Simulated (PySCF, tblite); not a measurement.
Species: C₆H₉N₃S.
Cartesian coordinates in Å at the GFN2-xTB level; atoms count from 1:
```
atom  x, y, z in Å
C1    -2.737   -0.978    0.736
C2    -2.336   -0.076   -0.138
C3    -1.299   -0.339   -1.192
N4    -0.155    0.512   -0.995
N5     0.047    1.614   -1.710
N6     1.111    2.188   -1.292
C7     1.640    1.481   -0.282
C8     0.827    0.381   -0.068
S9     0.879   -0.966    1.032
C10    2.451   -0.617    1.867
H11   -3.478   -0.755    1.483
H12   -2.343   -1.981    0.735
H13   -2.726    0.932   -0.126
H14   -1.692   -0.099   -2.184
H15   -0.975   -1.383   -1.159
H16    2.537    1.788    0.212
H17    3.253   -0.594    1.136
H18    2.608   -1.426    2.573
H19    2.378    0.330    2.395
```

Method used: PBE0/pcSseg-1 in PySCF (dipole) on a GFN2-xTB geometry, gas phase.

Masses are those of the commonest isotopes; rigid-rotor values at the optimised geometry. The values belong to one conformer with, in the numbering `[CH2:1]=[CH:2][CH2:3][n:4]1[n:5][n:6][cH:7][c:8]1[S:9][CH3:10]`, C1–C2–C3–N4 -118°, C2–C3–N4–N5 -101°, C7–C8–S9–C10 -3°.

**Question.** What are A, B and C (MHz)?

**Answer.** Ia = 366.27, Ib = 439.87, Ic = 751.13 u·Å²; 505379 MHz·u·Å²/I gives A = 1380, B = 1149, C = 672.8 MHz.

**Question.** What kind of rotor is it?

**Answer.** An asymmetric top; Ray's κ = 0.347.

**Question.** What does the inertial defect say?

**Answer.** Not planar: Δ = Ic − Ia − Ib = -55.01 u·Å². For a rigid frame Δ = −2 Σ m c², so Σ m c² = 27.51 u·Å² lies off the ab plane: 9.27 from hydrogen and 18.24 from heavier atoms. The atom farthest from that plane is 1.52 Å away.

**Question.** Give the other two planar moments, Paa and Pbb, and the rms extents of the mass along the axes.

**Answer.** Paa = Σ m a² = (Ib + Ic − Ia)/2 = 412.36 and Pbb = Σ m b² = (Ia + Ic − Ib)/2 = 338.76 u·Å². With the mass M = 155.05 u, the rms extents √(P/M) along a, b and c are 1.63, 1.48, 0.42 Å.

**Question.** List the rotational levels J(Ka,Kc) to J = 3 (MHz).

**Answer.** Above 0(0,0):
J = 1: 1(0,1) 1822, 1(1,1) 2053, 1(1,0) 2529
J = 2: 2(0,2) 5154, 2(1,2) 5220, 2(1,1) 6648, 2(2,1) 7341, 2(2,0) 7652
J = 3: 3(0,3) 9800, 3(1,3) 9812, 3(1,2) 12506, 3(2,2) 12806, 3(2,1) 13937, 3(3,1) 15310, 3(3,0) 15472

**Question.** Predict some low-J microwave lines.

**Answer.** The dipole components are |μa| = 0.55 D, |μb| = 4.51 D, |μc| = 0.29 D. The squared components, which scale the intensities, stand as 0.01 : 1.00 : 0.00 (a : b : c). Some lines, for components of 0.1 D or more:

```csv
type,branch,"J(Ka,Kc)",MHz,lower level (cm⁻¹)
a,Q,"2(2,0) ← 2(2,1)",311,0.245
a,Q,"1(1,0) ← 1(1,1)",476,0.068
c,Q,"2(2,1) ← 2(1,1)",693,0.222
b,Q,"1(1,0) ← 1(0,1)",707,0.061
b,Q,"2(2,0) ← 2(1,1)",1004,0.222
a,Q,"2(1,1) ← 2(1,2)",1428,0.174
b,Q,"2(1,1) ← 2(0,2)",1494,0.172
a,R,"1(0,1) ← 0(0,0)",1822,0.000
b,R,"1(1,1) ← 0(0,0)",2053,0.000
b,Q,"2(2,1) ← 2(1,2)",2121,0.174
c,R,"1(1,0) ← 0(0,0)",2529,0.000
b,R,"2(0,2) ← 1(1,1)",3102,0.068
a,R,"2(1,2) ← 1(1,1)",3167,0.068
a,R,"2(0,2) ← 1(0,1)",3333,0.061
b,R,"2(1,2) ← 1(0,1)",3398,0.061
a,R,"2(1,1) ← 1(1,0)",4120,0.084
b,R,"2(2,1) ← 1(1,0)",4812,0.084
c,R,"2(1,1) ← 1(0,1)",4827,0.061
c,R,"2(2,0) ← 1(1,0)",5123,0.084
c,R,"2(2,1) ← 1(1,1)",5288,0.068
b,R,"2(2,0) ← 1(1,1)",5599,0.068
```

Its GFN2-xTB frequencies are all real (lowest 36 cm⁻¹). These are rigid-rotor constants of the computed structure; measured ground-state constants (B0) also hold zero-point vibration. A rigid rotor knows nothing of internal rotation, which can split or shift real lines. Quadrupole hyperfine structure (14N) is left out.
